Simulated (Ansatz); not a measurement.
The cluster AgF₂. Total charge 0; doublet. Geometry PBE-D4/def2-TZVP.

```xyz
3

Ag    0.000    0.000    0.000
F    -1.093    0.492    1.523
F     1.093   -0.492   -1.523
```

In the def2 sets Ag takes a core potential; there is no spin–orbit coupling. LC-ωPBE has ω = 0.4 bohr⁻¹. At PBE-D4/def2-TZVPD the gap within one spin of the charge 0 doublet nearly closes, so an electron or hole may be smeared out by delocalisation error. The structure comes from a short search, and lower isomers may exist.

(1) Estimate the α-spin orbital energies around the gap (eV) in Ansatz with HF/def2-TZVP, PBE-D4/def2-TZVPD, PBE0-D4/def2-TZVPD, r2SCAN0-D4/def2-TZVP, LC-ωPBE/def2-TZVP.

Results:

(1) 
```tsv
orbital	HF/def2-TZVP	PBE-D4/def2-TZVPD	PBE0-D4/def2-TZVPD	r2SCAN0-D4/def2-TZVP	LC-ωPBE/def2-TZVP
HOMO−13	-81.95	-62.87	-67.98	-69.47	-69.82
HOMO−12	-40.50	-28.34	-31.37	-32.36	-33.49
HOMO−11	-40.24	-28.12	-31.13	-32.13	-33.20
HOMO−10	-21.52	-12.73	-15.00	-15.33	-18.02
HOMO−9	-20.20	-11.38	-13.62	-13.93	-16.72
HOMO−8	-20.20	-11.18	-13.62	-13.93	-16.72
HOMO−7	-19.48	-10.30	-12.93	-13.29	-16.01
HOMO−6	-19.48	-10.30	-12.93	-13.29	-16.01
HOMO−5	-15.88	-10.19	-11.65	-11.87	-14.25
HOMO−4	-15.73	-9.44	-10.87	-11.11	-13.61
HOMO−3	-15.73	-9.22	-10.87	-11.11	-13.61
HOMO−2	-14.97	-8.65	-10.37	-10.63	-13.21
HOMO−1	-14.97	-8.22	-9.94	-10.19	-12.65
HOMO	-14.88	-8.13	-9.94	-10.19	-12.65
LUMO	0.58	-2.76	-1.98	-1.77	0.23
LUMO+1	1.46	-0.84	-0.29	0.01	1.36
LUMO+2	1.46	-0.79	-0.29	0.01	1.36
LUMO+3	3.45	0.61	1.19	2.08	3.20
LUMO+4	5.67	1.56	2.14	3.31	4.63
LUMO+5	7.09	2.80	3.41	4.97	6.34
β HOMO	-14.70	-7.95	-9.79	-10.03	-12.54
β LUMO	-1.92	-7.84	-6.88	-6.78	-4.46
```
